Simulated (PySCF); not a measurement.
F4Se, charge -1, doublet, at a GFN2-xTB geometry (a state made from the parent by changing its charge; the spin is typed, not shown lowest). Base run: B3LYP/pcseg-1 in PySCF.

The PySCF input:
```python
from pyscf import gto, scf, dft

mol = gto.Mole()
mol.atom = '''
    Se   -0.000257    0.000685    0.132425
    F     1.147607    1.568263   -0.130961
    F     1.569159   -1.147982   -0.116094
    F    -1.147122   -1.569557   -0.119176
    F    -1.568674    1.146688   -0.134043
'''
mol.basis = 'pcseg-1'
mol.charge = -1
mol.spin = 1
mol.verbose = 4
mol.build()

mf = dft.UKS(mol)
mf.xc = 'b3lyp'
mf.kernel()
```

Each row names what was changed in the base input (with any setting that the change needs).

```json
[
 {"change": "base", "basis functions": "83", "E (Eh)": "-2800.64367", "HOMO (eV)": "-1.99"},
 {"change": "basis = cc-pVDZ-DK; relativity = spin-free X2C; nucleus = Gaussian (with mol.nucmod = 'G')", "basis functions": "83", "E (Eh)": "-2829.54918", "HOMO (eV)": "-1.43"},
 {"change": "basis = x2c-SVPall; relativity = spin-free X2C", "basis functions": "88", "E (Eh)": "-2828.90699", "HOMO (eV)": "-1.52"},
 {"change": "basis = x2c-TZVPall; relativity = spin-free X2C", "basis functions": "172", "E (Eh)": "-2829.88676", "HOMO (eV)": "-2.34"},
 {"change": "basis = x2c-TZVPall; relativity = spin-free X2C; nucleus = Gaussian (with mol.nucmod = 'G')", "basis functions": "172", "E (Eh)": "-2829.87109", "HOMO (eV)": "-2.34"},
 {"change": "basis = x2c-TZVPall; relativity = none", "basis functions": "172", "E (Eh)": "-2787.68362", "HOMO (eV)": "-2.32"},
 {"change": "basis = x2c-SVPall; relativity = spin-free X2C; nucleus = Gaussian (with mol.nucmod = 'G')", "basis functions": "88", "E (Eh)": "-2828.89268", "HOMO (eV)": "-1.52"},
 {"change": "basis = cc-pVDZ-DK; relativity = spin-free X2C", "basis functions": "83", "E (Eh)": "-2829.56533", "HOMO (eV)": "-1.43"},
 {"change": "basis = cc-pVDZ-DK; relativity = none", "basis functions": "83", "E (Eh)": "-2784.23774", "HOMO (eV)": "-1.41"},
 {"change": "basis = x2c-SVPall; relativity = none", "basis functions": "88", "E (Eh)": "-2788.20391", "HOMO (eV)": "-1.56"}
]
```

Totals shift with the method and basis; they matter in differences.

Open shells are given as the SCF converged; they aren't shown to be the lowest states, and a large step between rows can be another state.

Basis sets contracted for a relativistic Hamiltonian are a mismatch without it, so the rows without relativity aren't non-relativistic limits. No row has spin-orbit coupling; sets with core potentials leave out the core electrons.
